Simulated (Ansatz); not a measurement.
`O[SiH]([SiH3])S` → `O[SiH3]` + `[SiH]S` at 700 K and 1 bar (silylene formation by 1,1-elimination).

Program: Ansatz. Geometries: PBE0-D4/def2-TZVP. ΔE: electronic, gas phase. CCSD(T)/CBS is the MP2 limit (def2-TZVPP, def2-QZVPP) plus CCSD(T) − MP2 in def2-TZVPP, frozen cores. This one scheme is used for every species. Each species was taken in one conformer, which may not be the lowest.

```csv
species,CCSD(T)/CBS energy (Eh),H − E (kJ/mol),S (J/(mol·K))
`O[SiH]([SiH3])S`,-1054.78504,235.6,493.5
`O[SiH3]`,-366.69042,144.6,321.6
`[SiH]S`,-688.02937,79.2,304.9
```

H − E and S are ideal-gas, rigid-rotor, harmonic terms from PBE0-D4/def2-TZVP, for one conformer and one mirror image of each species. 1 Eh = 2625.50 kJ/mol, R = 8.31446 J/(mol·K).

Problem. By hand: ΔE, ΔH, ΔS and ΔG.

Solution. ΔE = (-366.69042) + (-688.02937) − (-1054.78504) = 0.06525 Eh = 171.3 kJ/mol. Δ(H − E) = 144.6 + 79.2 − 235.6 = -11.8, so ΔH = 159.5 kJ/mol. ΔS = 321.6 + 304.9 − 493.5 = 133.0 J/(mol·K). ΔG = 159.5 − 700 × (133.0)/1000 = 66.4 kJ/mol.

Problem. By hand: the equilibrium constant, and the temperature at which ΔG would vanish if ΔH and ΔS stayed fixed.

Solution. log₁₀ K = −ΔG/(RT ln 10) = -5.0. ΔG = 0 at ΔH/ΔS = 1199 K.

The number of gas molecules changes by +1, which sets the sign of ΔS. A doubt of 5 kJ/mol in ΔE shifts log₁₀ K by 0.4 here. Other conformers and mirror images would add mixing entropy, several J/(mol·K) or more a flexible species. These are equilibria of isolated gas molecules and say nothing of rates. Largest T1 diagnostic: 0.016 (customary marks: 0.02 for closed shells, 0.045 for open ones).
